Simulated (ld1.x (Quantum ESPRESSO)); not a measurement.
**u(r) = r·R(r): atom against pseudo-atom (H)**

Columns: radius, all-electron u(r) and pseudo u(r) of the 1s shell (level -6.33 eV) of hydrogen in the configuration 1s1; PBEsol, scalar-relativistic, TM semilocal scheme, ld1.x (Quantum ESPRESSO) 7.5.

```tsv
r (bohr)	all-electron	pseudo
0.032	0.0583	0.0519
0.065	0.1145	0.1049
0.098	0.1670	0.1567
0.130	0.2145	0.2053
0.162	0.2589	0.2518
0.195	0.3014	0.2970
0.228	0.3409	0.3393
0.260	0.3765	0.3771
0.292	0.4094	0.4117
0.325	0.4409	0.4440
0.358	0.4699	0.4733
0.390	0.4958	0.4988
0.422	0.5196	0.5220
0.455	0.5421	0.5437
0.488	0.5626	0.5636
0.520	0.5808	0.5812
0.552	0.5973	0.5974
0.585	0.6127	0.6127
0.618	0.6265	0.6265
0.650	0.6385	0.6385
0.682	0.6492	0.6492
0.715	0.6590	0.6590
0.748	0.6675	0.6675
0.780	0.6747	0.6747
0.812	0.6809	0.6809
0.845	0.6862	0.6862
```

(1) How many radial nodes do the two functions have?

(2) At about which radius was the pseudo-wave matched?

(3) Is the pseudo-wave norm-conserving?

Answers

(1) The all-electron 1s function has n − l − 1 = 0; the pseudo-wave has 0.

(2) 0.65 bohr. The columns agree to 0.0005 from 0.52 bohr on; several derivatives are matched, so the curves merge somewhat inside the radius.

(3) Yes: the TM semilocal scheme keeps the norm inside the radius equal to the all-electron one, which fixes the energy derivative of the logarithmic derivative at the level.
